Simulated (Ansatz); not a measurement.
Consider the hydrogen abstraction from the N–H bond: `CO[SiH2]N` + `[CH3]`• → `CO[SiH2][NH]`• + CH₄.

Calculated with Ansatz (gas phase, PBE0-D4/def2-TZVP geometries, no zero-point term in ΔE). CCSD(T)/CBS is the MP2 limit (def2-TZVPP, def2-QZVPP) plus CCSD(T) − MP2 in def2-TZVPP, frozen cores. This one scheme is used for every species. Open shells (•) are unrestricted, without spin–orbit coupling. One conformer a species, not always the lowest.

`CO[SiH2]N`:

Z-matrix (Å, degrees):
```
C
O 1 1.406
H 1 1.096 2 111.5
H 1 1.097 2 111.6 3 121.4
H 1 1.092 2 108.5 3 -119.3
Si 2 1.645 1 122.7 3 -65.4
N 6 1.706 2 116.5 1 62.3
H 6 1.489 2 109.1 1 -56.3
H 6 1.479 2 103.1 1 -177.3
H 7 1.005 6 122.3 2 -93.4
H 7 1.006 6 123.2 2 68.6
```

`[CH3]`•:

Cartesian coordinates in Å:
```
C 0.000 0.000 0.000
H 0.679 -0.814 0.209
H -0.869 0.152 0.623
H 0.191 0.662 -0.832
```

`CO[SiH2][NH]`•:

Cartesian coordinates in Å:
```
C 1.470 0.469 -0.015
O 0.576 -0.440 0.585
Si -0.908 -0.795 -0.015
N -2.176 0.380 0.140
H 1.187 1.505 0.201
H 2.467 0.293 0.394
H 1.512 0.339 -1.103
H -1.365 -1.993 0.725
H -0.808 -1.036 -1.482
H -1.954 1.278 0.571
```

CH₄:

```xyz
5

C     0.000    0.000    0.000
H    -0.815   -0.504    0.518
H    -0.405    0.609   -0.808
H     0.683   -0.743   -0.412
H     0.537    0.637    0.702
```

```tsv
species	CCSD(T)/def2-TZVPP energy (Eh)
`CO[SiH2]N`	-461.16367
`[CH3]`•	-39.76172
`CO[SiH2][NH]`•	-460.47570
CH₄	-40.43861
```

Task: Work out ΔE.

Result: ΔE = (-460.47570) + (-40.43861) − (-461.16367) − (-39.76172) = 0.01108 Eh = +0.30 eV. CCSD(T)/CBS gives +0.35 eV.

Largest T1 diagnostic among the species: 0.013.

From PBE to PBE0 (25 % exact exchange), in def2-TZVPP and without D4, ΔE moves by +0.06 eV. In def2-TZVPP, CCSD(T) changes the Hartree–Fock value by +0.13 eV (the triples alone add +0.00 eV) and MP2 by +0.29 eV.
